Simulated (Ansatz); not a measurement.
Computed with Ansatz on PBE0-D4/def2-TZVP structures; ΔE is electronic, products minus reactants. CCSD(T)/CBS adds triple-zeta CCSD(T) − MP2 to the extrapolated MP2 energy (def2 sets, frozen cores). This one scheme is used for every species. Functionals use def2-TZVPP. Elements past krypton have def2 core potentials. For Hf outer-core shells are correlated without core-valence functions, which leaves a few kJ/mol of doubt a bond. One conformer a species, not always the lowest.

Reaction (ligand exchange at the Hf–N bond): `[NH2][Hf]([F])([Cl])[Cl]` + H–F → `[F][Hf]([F])([Cl])[Cl]` + NH₃

| level | ΔE (kcal/mol) |
| --- | --- |
| B97M-V | -28.2 |
| CCSD/def2-SVP | -26.6 |

(1) What does CCSD(T)/CBS give? (Best estimate.)

Largest T1 diagnostic among the species: 0.015.

Results:

(1) Computed: -23.8 kcal/mol. The listed levels differ from it by -4.4, -2.8 kcal/mol.

Leaving LDA and LC-ωPBE aside and taking each functional with its dispersion term where it has one, the values, not all of them listed here, spread over 3.8 kcal/mol, from B97M-V to PBE-QIDH. LDA lies +2.2 kcal/mol from PBE without D4. From r2SCAN to r2SCAN0 (25 % exact exchange), in def2-TZVPP and without D4, ΔE moves by +1.3 kcal/mol.
